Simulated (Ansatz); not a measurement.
A structure relaxed at PBE0-D4/def2-TZVP, charge 0, multiplicity 1:

```
atom   x (Å)   y (Å)   z (Å)
  C1   1.515   1.477  -0.390
  O2   0.956   0.368   0.269
 Si3  -0.575  -0.162   0.011
  C4  -0.837  -1.596   1.141
  O5  -0.809  -0.676  -1.537
  H6   2.450   1.741   0.107
  H7   1.734   1.247  -1.439
  H8   0.849   2.349  -0.355
  H9  -1.505   0.982   0.253
 H10  -0.160  -2.412   0.874
 H11  -0.641  -1.315   2.177
 H12  -1.862  -1.965   1.067
 H13  -1.117  -0.036  -2.178
```

Question: Give its formula and SMILES.

Answer: C2H8O2Si, `CO[SiH](C)O`.

Question: Point group (tolerance 0.08 Å, 0.16 Å for H)?

Answer: C1.

Question: Summarise the bond lengths by kind.

Answer: 1 × C–O 1.406 Å; 6 × C–H 1.092 to 1.098 Å; 2 × O–Si 1.640 to 1.648 Å; 1 × C–Si 1.845 Å; 1 × H–Si 1.494 Å; 1 × H–O 0.957 Å.

Program: Ansatz 0.2.0.
